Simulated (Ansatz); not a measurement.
Spectroscopic constants of BeS, multiplicity 3 (not the ground state: that is measured with 2S+1 = 1).

The constants come from a fifth-degree fit in 1/R (seven points, main isotopes). Runs in def2 and cc sets follow the lowest solution found near the PBE0 minimum.

The values were computed with Ansatz (a quantum-chemistry and plane-wave program). Each number belongs to the level named beside it.

Energies at wB97X-V/def2-TZVPP:

```json
[
 {"R (Å)": "1.788259", "E (hartree)": "-412.80208539"},
 {"R (Å)": "1.836330", "E (hartree)": "-412.80574987"},
 {"R (Å)": "1.880556", "E (hartree)": "-412.80754071"},
 {"R (Å)": "1.930550", "E (hartree)": "-412.80806584"},
 {"R (Å)": "1.980545", "E (hartree)": "-412.80729223"},
 {"R (Å)": "2.038230", "E (hartree)": "-412.80511549"},
 {"R (Å)": "2.105530", "E (hartree)": "-412.80124102"}
]
```

Question: With a reduced mass of 7.0305 u, find the minimum, the force constant and the constants.

Answer: A fifth-degree polynomial in 1/R puts the minimum at r_e = 1.9241 Å with force constant 232 N/m. Then ω_e = (1/2πc)√(k/μ) = 749 cm⁻¹ and B_e = h/(8π²cμr_e²) = 0.6477 cm⁻¹; the cubic and quartic terms give α_e = 0.0058 and ω_e x_e = 4.4 cm⁻¹.
